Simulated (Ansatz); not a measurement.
System: Si2H4F, charge 0, doublet. Si2H4F (SMILES F[SiH][SiH3], doublet).
B3LYP-D3(BJ)/def2-TZVP minimum from Ansatz (an electronic-structure program):
```
Si
H 1 1.4807
H 1 1.4829 2 109.39
H 1 1.4847 2 109.11 3 119.61
Si 1 2.3509 2 109.37 4 123.80
F 5 1.6182 1 110.41 2 -63.72
H 5 1.4910 6 106.48 1 123.84
```
Charge 0, spin multiplicity 2.

Total energies in hartree (Ansatz). Radicals and triplets start from unrestricted determinants; spin-orbit coupling is neglected. Cores are frozen in correlated methods. No relativity. Where a partner has so few electrons that a lower coupled-cluster level is exact, that level stands in.

```csv
species,HF/cc-pV(T+d)Z,CCSD(T)/cc-pV(T+d)Z,HF/cc-pV(Q+d)Z,CCSD(T)/cc-pV(Q+d)Z,CCSD(T)/cc-pV(D+d)Z,CCSDT(Q)/cc-pV(D+d)Z
"1: Si2H4F (SMILES [SiH](F)[SiH3], doublet)",-679.71849,-680.25197,-679.73578,-680.30847,-680.07143,-680.07340
2: Si (triplet),-288.85649,-288.93344,-288.85845,-288.93781,-288.91643,-288.91690
3: F (doublet),-99.40552,-99.62036,-99.41377,-99.65026,-99.52757,-99.52776
4: H (doublet),-0.49981,-0.49981,-0.49995,-0.49995,-0.49928,-0.49928
```

Task: Work out the atomisation energy (electronic, to ground-state atoms) in kcal/mol: take Hartree-Fock from cc-pV(Q+d)Z, extrapolate the CCSD(T) correlation energy as X^-3 (X = 3, 4), and add CCSDT(Q) - CCSD(T) in cc-pV(D+d)Z. 1 hartree = 627.51 kcal/mol.

Result: 
Species 1: correlation (64·(-0.57269) - 27·(-0.53348))/37 = -0.60130; step -0.00197; E1 = -679.73578 + (-0.60130) + (-0.00197) = -680.33905
Species 2: correlation (64·(-0.07936) - 27·(-0.07695))/37 = -0.08112; step -0.00047; E2 = -288.85845 + (-0.08112) + (-0.00047) = -288.94004
Species 3: correlation (64·(-0.23649) - 27·(-0.21484))/37 = -0.25229; step -0.00019; E3 = -99.41377 + (-0.25229) + (-0.00019) = -99.66625
Species 4: correlation (64·(0.00000) - 27·(0.00000))/37 = 0.00000; step +0.00000; E4 = -0.49995 + (0.00000) + (+0.00000) = -0.49995
-1·E1 +2·E2 +1·E3 +4·E4 = 0.79292 hartree = 497.6 kcal/mol.
